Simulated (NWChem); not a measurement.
System: CH₅NZn; SMILES [NH2][Zn][CH3]

NWChem input:

```
start job
memory heap 200 mb stack 900 mb global 1100 mb
geometry units angstroms noautosym nocenter noautoz
  Zn     0.154027    -0.024478     0.002961
  C      0.198938     1.909095     0.001818
  H     -0.326316     2.321857     0.878144
  H     -0.288003     2.319769    -0.897331
  H      1.232991     2.288695     0.023676
  N      0.236290    -1.845479     0.005689
  H     -0.081431    -2.350751    -0.817420
  H     -0.108046    -2.349691     0.818720
end
basis spherical
  * library def2-svp
end
dft
  xc b3lyp
  iterations 150
end
property
  efieldgrad
end
task dft property
```

Output (shortened):

```
             Northwest Computational Chemistry Package (NWChem) 7.3.0
             --------------------------------------------------------

                             Geometry "geometry" -> ""
                             -------------------------

 Output coordinates in angstroms (scale by  1.889725989 to convert to a.u.)

  No.       Tag          Charge          X              Y              Z
 ---- ---------------- ---------- -------------- -------------- --------------
    1 Zn                  30.0000     0.15402700    -0.02447800     0.00296100
    2 C                    6.0000     0.19893800     1.90909500     0.00181800
    3 H                    1.0000    -0.32631600     2.32185700     0.87814400
    4 H                    1.0000    -0.28800300     2.31976900    -0.89733100
    5 H                    1.0000     1.23299100     2.28869500     0.02367600
    6 N                    7.0000     0.23629000    -1.84547900     0.00568900
    7 H                    1.0000    -0.08143100    -2.35075100    -0.81742000
    8 H                    1.0000    -0.10804600    -2.34969100     0.81872000

 Effective nuclear repulsion energy (a.u.)     169.4754944680

                              NWChem Property Module
                              ----------------------

  itol2e modified to match energy
  convergence criterion.

                                 NWChem DFT Module
                                 -----------------

 Summary of "ao basis" -> "ao basis" (spherical)
 ------------------------------------------------------------------------------
       Tag                 Description            Shells   Functions and Types
 ---------------- ------------------------------  ------  ---------------------
 Zn                         def2-svp                11       31   5s3p2d1f
 C                          def2-svp                 6       14   3s2p1d
 H                          def2-svp                 3        5   2s1p
 N                          def2-svp                 6       14   3s2p1d

  itol2e modified to match energy
  convergence criterion.

[...]

          -----------------------
          Electric field gradient
          -----------------------

 1 a.u. = 0.324123 10**(16) esu/cm**3  ( or statvolts/cm**2 ) = 0.97174 10**(22) v/m**2

 ------------------------------------------------------------
   Atom      X         Y         Z
 ------------------------------------------------------------
    1 Zn   0.29107  -0.04626   0.00560
 ------------------------------------------------------------

 Electric field gradient in molecular frame (a.u.)
         XX             YY             ZZ             XY             XZ             YZ
 ------------------------------------------------------------------------------------------
       -0.493125       1.621805      -1.128680       0.099641       0.010243      -0.000706

 Principal components (a.u.) and orientation
 of principal axis w.r.t. absolute frame                      Asymmetry parameter eta
 --------------------------------------------------------------------------------------
        1.626489      -1.128847      -0.497642                       0.388078

        0.046957      -0.016243       0.998765
        0.998897       0.000845      -0.046949
       -0.000081       0.999868       0.016265

 ------------------------------------------------------------
   Atom      X         Y         Z
 ------------------------------------------------------------
    2 C    0.37594   3.60767   0.00344
 ------------------------------------------------------------

 Electric field gradient in molecular frame (a.u.)
         XX             YY             ZZ             XY             XZ             YZ
 ------------------------------------------------------------------------------------------
       -0.043720       0.092749      -0.049029       0.002399       0.000084      -0.000104

 Principal components (a.u.) and orientation
 of principal axis w.r.t. absolute frame                      Asymmetry parameter eta
 --------------------------------------------------------------------------------------
        0.092791      -0.049030      -0.043761                       0.056792

        0.017572      -0.016269       0.999713
        0.999845       0.001009      -0.017558
       -0.000723       0.999867       0.016284

 ------------------------------------------------------------
   Atom      X         Y         Z
 ------------------------------------------------------------
    3 H   -0.61665   4.38767   1.65945
 ------------------------------------------------------------

 Electric field gradient in molecular frame (a.u.)
         XX             YY             ZZ             XY             XZ             YZ
 ------------------------------------------------------------------------------------------
        0.043696       0.095872      -0.139567       0.081555       0.171385      -0.135500

 Principal components (a.u.) and orientation
 of principal axis w.r.t. absolute frame                      Asymmetry parameter eta
 --------------------------------------------------------------------------------------
       -0.304715       0.158315       0.146400                       0.039101

       -0.478350       0.208773       0.852992
        0.367214       0.929884      -0.021663
        0.797706      -0.302868       0.521475

 ------------------------------------------------------------
   Atom      X         Y         Z
 ------------------------------------------------------------
    4 H   -0.54425   4.38373  -1.69571
 ------------------------------------------------------------

[...]
```

Level: B3LYP/def2-SVP. Geometry: optimised at PBE0/def2-SVP. NWChem prints the field gradient with the sign opposite to the second derivative of the potential.
